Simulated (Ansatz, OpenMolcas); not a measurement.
InNH3 (SMILES [NH2][InH]): the vertical energy of the quartet above the doublet from total energies

InNH3: 5 atoms, total charge 0, spin state doublet. As SMILES, `[NH2][InH]`. Geometry: relaxed at PBE0-D4/def2-TZVP. This is one conformer, not always the lowest.

Both states at this one shape; open shells run unrestricted unless said. 1 Eh = 27.2114 eV.

```
                           level     program  doublet InNH3 (Eh)  quartet InNH3 (Eh)
 UTPSS/def2-SVP (core potential)  OpenMolcas         -246.531983         -246.386344
UB3LYP/def2-SVP (core potential)      Ansatz         -246.669938         -246.520128
UBHLYP/def2-SVP (core potential)      Ansatz         -246.484120         -246.342761
```

Problem. Work out the vertical gap, second state less first, at each level.

Solution. 
1. UTPSS/def2-SVP (core potential): -246.386344 − (-246.531983) = 0.145639 Eh = 3.96 eV.
2. UB3LYP/def2-SVP (core potential): -246.520128 − (-246.669938) = 0.149810 Eh = 4.08 eV.
3. UBHLYP/def2-SVP (core potential): -246.342761 − (-246.484120) = 0.141359 Eh = 3.85 eV.

No measured value is set beside it here; the levels span 3.85 to 4.08 eV. Spin-orbit coupling is left out.
